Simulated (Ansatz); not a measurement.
Ansatz results at the PBE0-D4/def2-TZVP geometry: LUMO energy (B3LYP/def2-TZVPP) 0.40 eV; LUMO energy (PBE/def2-TZVPP) -0.31 eV; size of the dipole moment (ωB97M-V/def2-TZVPP) 0.24 D.

Each molecule was computed in one conformer, which needn't be the lowest.

Problem. Which molecule gave them?
A. `CCC1=CCCCC1`
B. `CC1(C)CCC(=O)CC1=O`
C. `IC(I)(I)I`
D. `CC1(C)CCc2ccccc21`

Solution. A. The others give `IC(I)(I)I`: -3.55, -4.15, 0.00; `CC1(C)CCc2ccccc21`: -0.33, -1.04, 0.57; `CC1(C)CCC(=O)CC1=O`: -1.25, -2.07, 3.77.

B3LYP here is the variant with VWN-RPA as its local correlation; programs differ in this.
